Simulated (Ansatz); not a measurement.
Si$_{4}$H$_{13}$ClO$_{2}$, closed shell: at the start structure of a reaction step.

The input file, in.yaml:

```yaml
crystal:
  periodic: [false, false, false]
  atoms:
    - {symbol: Si, position_ang: [-0.576525, -0.313758, -0.034701]}
    - {symbol: Si, position_ang: [0.782907, -0.983266, 1.759825]}
    - {symbol: Si, position_ang: [-2.824509, -0.459624, 0.622017]}
    - {symbol: Si, position_ang: [-0.201866, -1.733120, -1.857443]}
    - {symbol: O, position_ang: [-0.196257, 1.238703, -0.563125]}
    - {symbol: H, position_ang: [2.128349, 2.570738, 0.401844]}
    - {symbol: Cl, position_ang: [1.543764, 2.986047, 1.530362]}
    - {symbol: H, position_ang: [1.518421, 1.568690, -1.190753]}
    - {symbol: O, position_ang: [2.433332, 1.879151, -1.050809]}
    - {symbol: H, position_ang: [2.222001, -0.816287, 1.425934]}
    - {symbol: H, position_ang: [0.468810, -0.214950, 2.993249]}
    - {symbol: H, position_ang: [0.505382, -2.425057, 2.011904]}
    - {symbol: H, position_ang: [-3.112548, 0.511444, 1.713274]}
    - {symbol: H, position_ang: [-3.084225, -1.835970, 1.126483]}
    - {symbol: H, position_ang: [-3.742065, -0.183148, -0.516335]}
    - {symbol: H, position_ang: [-0.504674, -3.126538, -1.432901]}
    - {symbol: H, position_ang: [1.216831, -1.659202, -2.301629]}
    - {symbol: H, position_ang: [-1.081054, -1.376529, -3.003734]}
    - {symbol: H, position_ang: [-0.137459, 1.898836, 0.142665]}
    - {symbol: H, position_ang: [2.641386, 2.474042, -1.775726]}
basis:
  gaussian: {orbitals: def2-TZVPP}
hamiltonian: {xc: {name: wB97X-V}}
```

Launched with

```bash
ansatz run in.yaml --threads 4 --pin off --events-out ev --progress --plain --max-ram 46080MiB --backend cuda --devices 0, --max-vram 37GiB
```

Output of Ansatz 0.2.0:

```
Functional definition: wB97X-V
  name "wB97X-V"
  cite "Mardirossian & Head-Gordon, Phys. Chem. Chem. Phys. 16, 9904 (2014) doi:10.1039/C3CP54374A"
  cite "Becke, J. Chem. Phys. 107, 8554 (1997) doi:10.1063/1.475007"
  cite "Vydrov & Van Voorhis, J. Chem. Phys. 133, 244103 (2010) doi:10.1063/1.3521275"
  parameter omega = 0.3/bohr
  parameter cx = 0.167
  parameter cx1 = 0.603
  parameter cx2 = 1.194
  parameter css0 = 0.556
  parameter css1 = -0.257
  parameter cos0 = 1.219
  parameter cos1 = -1.850
  parameter b = 6.0
  parameter c = 0.01
  exchange = spin_sum(e_x_unif_sr(omega)*poly(b97_u_x, 1 - cx, cx1, cx2)) + cx*exact_x_sr(omega) + exact_x_lr(omega)
  correlation = spin_sum(e_c_pw_same_spin*poly(b97_u_same, css0, css1))
      + integral(e_c_pw_opposite_spin*poly(b97_u_opposite, cos0, cos1)) + vv10(b, c)
2543 factors; their error is unknown
576 factors; integrals over basis functions are off by at most 1.4e-5 eV
mean field evaluation 1: about -48329.7463 eV, gradient 5.9e1 eV
mean field evaluation 2: about -48329.5165 eV, gradient 6.4e1 eV
mean field evaluation 4: about -48335.8167 eV, gradient 2.9e0 eV
mean field evaluation 8: about -48335.8484 eV, gradient 3.6e-2 eV
mean field evaluation 16: about -48335.8935 eV, gradient 4.1e-5 eV
mean field -48335.89352966 eV, -1776.3113239698 hartree, gradient 4.1e-5 eV, S^2 0.000000; 0 other end points of the search recorded, 0 dependent functions left out
reference -48335.89352640 eV, -1776.3113238499 hartree; 51, 51 occupied and 403, 403 virtual orbitals, 2543 factors
Total energy: -48335.89352640 eV, -1776.3113238499 hartree
```

Time: 2.7 s of wall clock on 4 CPU threads of an AMD EPYC 7R13 and a share of one NVIDIA H100; the host was shared. Peak host memory: 1.3 GiB.
